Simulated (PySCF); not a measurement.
B2F4. Atoms are numbered in the order given.

```xyz
6

F      1.5527     0.7971     0.7894
B      0.8609     0.0000     0.0000
F      1.5527    -0.7971    -0.7894
B     -0.8609     0.0000     0.0000
F     -1.5527     0.7971    -0.7894
F     -1.5527    -0.7971     0.7894
```

Coordinates come from a PBE0-D3(BJ)/def2-SVP optimisation. The values are those of a single conformer.

Computed with PySCF with PBE/def2-TZVP.

Gas-phase values at a fixed geometry.

```json
{
  "total_energy": "-449.04503 hartree",
  "point_group": "D2",
  "highest_occupied_level": "-8.32 eV",
  "lowest_empty_level": "-1.89 eV",
  "orbital_gap": "6.43 eV",
  "dipole_moment": "0.000 e·Å",
  "quadrupole, principal values (traceless, Buckingham form, about the centre of nuclear charge)": "-3.51, 1.71, 1.80 D·Å",
  "mean_static_polarisability": "28.0 bohr³ (4.16 Å³)",
  "polarisability_principal_values": "26.4, 26.5, 31.3 bohr³"
}
```
